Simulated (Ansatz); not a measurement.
The cluster GeBr2⁺. Total charge 1; doublet. Geometry relaxed at r2SCAN-D4/def2-TZVP.

```xyz
3

Ge    0.428    0.558    0.196
Br   -0.125   -0.985    1.714
Br   -0.304    0.427   -1.910
```

The structure comes from a short search, and lower isomers may exist.

(1) Estimate the harmonic wavenumbers at UKS r2SCAN-D4/def2-TZVP (Ansatz, unscaled). Is this a minimum?

Answers

(1) 91, 284, 361 cm⁻¹. Yes, no mode is imaginary beyond noise. Zero-point energy 4.4 kJ/mol. Run time 24 s (4 threads of Intel Xeon on a shared host).
